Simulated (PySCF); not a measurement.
**How methods differ on the ionisation energy of Cr+**

Cr+ [Ar] 3d5 (6S) → Cr(2+) [Ar] 3d4 (5D), as a difference of total energies. All numbers are calculated (PySCF 2.14, the non-relativistic Hamiltonian (point nucleus), in def2-TZVPPD (6s6p4d2f1g, 67 functions)). Correlated levels: valence and next inner shell: [Ne] frozen. The calculations carry no spin-orbit coupling.

```json
{"method": "UHF", "ionisation energy (eV)": "15.130"}
{"method": "MP2 (valence and next inner shell)", "ionisation energy (eV)": "16.783"}
{"method": "SCS-MP2 (valence and next inner shell)", "ionisation energy (eV)": "16.122"}
{"method": "CCSD (valence and next inner shell)", "ionisation energy (eV)": "16.409"}
{"method": "CCSD(T) (valence and next inner shell)", "ionisation energy (eV)": "16.469"}
```

Q: How much does correlation contribute at CCSD(T) (valence and next inner shell)?

A: 16.469 − (15.130) = 1.339 eV, measured against UHF.

A first-order spin-orbit estimate (lowest level to lowest level, LS coupling) adds -0.047 eV.

These non-relativistic numbers lack the scalar-relativistic shift.

Errors of the correlated levels include the incompleteness of this basis and the frozen core.

For comparison: 16.486 eV (measured; NIST Atomic Spectra Database, ionization energies).
